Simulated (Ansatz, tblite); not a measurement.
Cost and result up the ladder for TCNQ, `N#CC(C#N)=c1ccc(=C(C#N)C#N)cc1` (20 atoms). The state is a singlet with charge 0. Geometry: PBE-D4/def2-SVP.

Ansatz on 4 threads of Arm Neoverse V2 on a shared host; xTB runs through tblite on one thread. Times are rough, summed over both states, and most runs start from the orbitals of an earlier one. No level here is sound enough to serve as a yardstick. The other state is a doublet.

The xTB rows come from tblite.

Raw xTB energies of ions are shifted by several eV.

| level | functions | wall time |
| --- | --- | --- |
| GFN2-xTB | 68 | 0.024 s |
| GFN1-xTB | 72 | 0.025 s |
| PBE-D4/def2-SVP | 244 | 11 s |
| PBE0-D4/def2-SVP | 244 | 19 s |

(1) Estimate what each level gives for the vertical IE (eV).

Answers

(1) 
```csv
level,vertical IE (eV),remarks
GFN2-xTB,13.93,–
GFN1-xTB,14.18,–
PBE-D4/def2-SVP,8.93,–
PBE0-D4/def2-SVP,9.08,spin-contaminated (⟨S²⟩ 0.83) (+1 doublet)
```
